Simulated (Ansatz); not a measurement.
Cost and result for the atomization energy of C$_{2}$H$_{8}$AlNSi (13 atoms, 13 bonds).

Cartesian coordinates in Å:
```
C -1.449 -0.016 1.290
N -0.760 0.097 0.237
C 0.275 1.110 0.081
Si 1.743 -0.053 -0.455
Al -0.260 -1.299 -1.175
H -1.363 0.699 2.108
H -2.136 -0.852 1.388
H 0.361 1.757 0.957
H 0.020 1.714 -0.796
H 2.693 0.734 -1.291
H 2.454 -0.426 0.805
H -0.862 -0.749 -2.548
H -0.716 -2.715 -0.602
```

The species carries charge 0 and has multiplicity 1. The bonds changed during the relaxation, so this is another structure than the one it started from. Geometry: relaxed with PBE0-D4/def2-TZVP. It is one conformer, not always the lowest. Program: Ansatz. All runs use 4 threads of an Arm Neoverse V1 on a shared host. Times are those of one run each, without the atoms' runs, and a repeat can differ threefold. Electronic energies, without spin–orbit coupling; frozen cores. CCSD(T)/CBS adds CCSD(T) − MP2 in def2-TZVPP to the MP2 limit, and its time is that of the two runs behind it. T1 = 0.013. B3LYP takes the VWN-RPA correlation (the form of Gaussian; ORCA's B3LYP/G).

CCSD(T)/CBS is a level of theory with its own doubt, some kJ/mol a heavy atom from the limit and from the frozen cores, so smaller differences don't rank the functionals.

```json
{"level": "PBE-D4/def2-TZVPP (with forces)", "functions": "289", "wall time": "3.4 s"}
{"level": "PBE0-D4/def2-TZVPP", "functions": "289", "wall time": "4 s"}
{"level": "r2SCAN-D4/def2-TZVPP (with forces)", "functions": "289", "wall time": "6.5 s"}
{"level": "B3LYP-D4/def2-TZVPP (with forces)", "functions": "289", "wall time": "6.5 s"}
{"level": "B2PLYP/def2-TZVPP", "functions": "289", "wall time": "7.5 s"}
{"level": "ωB97X-V/def2-TZVPP", "functions": "289", "wall time": "11 s"}
{"level": "ωB97M-V/def2-TZVPP (with forces)", "functions": "289", "wall time": "15 s"}
{"level": "MP2/def2-QZVPP", "functions": "551", "wall time": "31 s"}
{"level": "CCSD(T)/def2-TZVPP", "functions": "289", "wall time": "3 min"}
{"level": "CCSD(T)/CBS(def2)", "functions": "–", "wall time": "3.5 min"}
```

**Question.** What atomization energy does each give, and how far from CCSD(T)/CBS? (Best estimate.)

**Answer.** Computed: 
| level | atomization (kJ/mol) | difference from CCSD(T)/CBS | per bond |
| --- | --- | --- | --- |
| PBE-D4/def2-TZVPP (with forces) | 4490.2 | 65.3 | 5.0 |
| PBE0-D4/def2-TZVPP | 4425.6 | 0.7 | 0.1 |
| r2SCAN-D4/def2-TZVPP (with forces) | 4431.1 | 6.2 | 0.5 |
| B3LYP-D4/def2-TZVPP (with forces) | 4434.5 | 9.6 | 0.7 |
| B2PLYP/def2-TZVPP | 4370.1 | -54.8 | -4.2 |
| ωB97X-V/def2-TZVPP | 4452.7 | 27.8 | 2.1 |
| ωB97M-V/def2-TZVPP (with forces) | 4437.1 | 12.2 | 0.9 |
| MP2/def2-QZVPP | 4401.4 | -23.5 | -1.8 |
| CCSD(T)/def2-TZVPP | 4309.8 | -115.1 | -8.9 |
| CCSD(T)/CBS(def2) | 4424.9 | 0.0 | 0.0 |

In def2-TZVPP, CCSD(T) changes the Hartree–Fock value by +1104.0 kJ/mol (the triples alone add +64.8 kJ/mol) and MP2 by +1127.3 kJ/mol; breaking electron pairs costs correlation energy, which Hartree–Fock lacks. The D4 term adds +50.2 kJ/mol with B3LYP and +26.5 kJ/mol with PBE0; it sums over pairs of atoms, weighted by their polarisabilities, and B3LYP, whose exchange is more repulsive, gets the larger term. From PBE to PBE0 (25 % exact exchange), in def2-TZVPP and without D4, the atomization energy moves by −60.0 kJ/mol: exact exchange takes away binding that semilocal exchange gives to molecules.
